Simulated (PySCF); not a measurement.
WO2Cl2, SMILES [Cl][W](=[O])(=[O])[Cl], multiplicity 1. Geometry: PBE-D3(BJ)/def2-SVP. The multiplicity is an assumed one; no other spin state was optimised. The isomer is the one that the SMILES or the coordinates give; other isomers of the formula were not compared. The def2 effective core potentials stand for the cores of W; spin–orbit coupling is left out.

Computed equilibrium geometry at PBE-D3(BJ)/def2-SVP (PySCF confirms it by a frequency run) as a Z-matrix, and its point group:
point group C2v.
```
W
O 1 1.7149
O 1 1.7149 2 105.93
Cl 1 2.2809 2 108.82 3 116.85
Cl 1 2.2809 2 108.82 3 -116.85
```
Charge 0, spin multiplicity 1.
